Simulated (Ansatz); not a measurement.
Computed with Ansatz on PBE0-D4/def2-TZVP structures; ΔE is electronic, products minus reactants. CCSD(T)/CBS adds triple-zeta CCSD(T) − MP2 to the extrapolated MP2 energy (def2 sets, frozen cores). Functionals use def2-TZVPP. For As outer-core shells are correlated without core-valence functions, which leaves a few kJ/mol of doubt a bond. Scalar relativity is left out up to krypton. One conformer a species, not always the lowest.

Reaction (substitution at a C–C bond): `CC#CCCC` + `N[AsH2]` → `CC[AsH]N` + `CC#CC`

`CC#CCCC`:

```xyz
16

C     1.129   -2.844   -0.577
C     1.006   -1.434   -0.258
C     0.910   -0.264    0.003
C     0.765    1.147    0.331
C    -0.638    1.513    0.820
C    -1.713    1.271   -0.222
H     0.161   -3.272   -0.850
H     1.810   -2.998   -1.418
H     1.516   -3.409    0.275
H     1.502    1.414    1.096
H     1.009    1.747   -0.553
H    -0.632    2.567    1.114
H    -0.858    0.936    1.723
H    -2.702    1.537    0.159
H    -1.531    1.867   -1.121
H    -1.736    0.221   -0.520
```

`N[AsH2]`:

```xyz
6

N    -0.532   -0.653    0.455
As   -0.232    0.825   -0.622
H     0.305   -1.115    0.782
H    -1.099   -0.401    1.253
H     0.420    0.048   -1.759
H     1.138    1.295   -0.110
```

`CC[AsH]N`:

Z-matrix (Å, degrees):
```
C
C 1 1.518
H 1 1.093 2 111.2
H 1 1.093 2 111.4 3 119.9
H 1 1.093 2 111.6 3 -119.9
As 2 1.968 1 111.8 3 177.3
H 2 1.092 1 111.5 3 -60.8
H 2 1.093 1 111.3 3 59.0
N 6 1.854 2 97.0 1 166.1
H 6 1.539 2 93.7 1 65.0
H 9 1.011 6 114.7 2 -70.4
H 9 1.010 6 111.3 2 165.5
```

`CC#CC`:

```xyz
10

C    -1.397    1.359    0.642
C    -0.409    0.398    0.189
C     0.409   -0.398   -0.188
C     1.397   -1.359   -0.643
H    -2.143    0.883    1.285
H    -0.929    2.164    1.214
H    -1.924    1.811   -0.202
H     1.280   -1.569   -1.709
H     2.412   -0.984   -0.486
H     1.304   -2.305   -0.103
```

```tsv
level	ΔE (kcal/mol)	difference from CCSD(T)/CBS
PBE-D4	-4.8	0.0
r2SCAN-D4	-4.8	0.0
PBE0-D4	-4.4	0.4
ωB97X-V	-4.0	0.8
B2PLYP	-4.8	0.0
PBE	-4.8	0.0
r2SCAN	-4.9	-0.1
PBE0	-4.5	0.3
HF/def2-TZVPP	-3.5	1.3
MP2/def2-TZVPP	-5.3	-0.5
SCS-MP2/def2-TZVPP	-4.9	-0.1
CCSD/def2-TZVPP	-4.5	0.3
CCSD(T)/def2-TZVPP	-4.7	0.1
HF/def2-QZVPP	-3.4	1.4
SCS-MP2/def2-QZVPP	-4.9	-0.1
HF/CBS(def2)	-3.4	1.4
CCSD(T)/CBS	-4.8	0
```

Largest T1 diagnostic among the species: 0.011.

In def2-TZVPP, CCSD(T) changes the Hartree–Fock value by −1.2 kcal/mol (the triples alone add −0.2 kcal/mol) and MP2 by −1.8 kcal/mol.
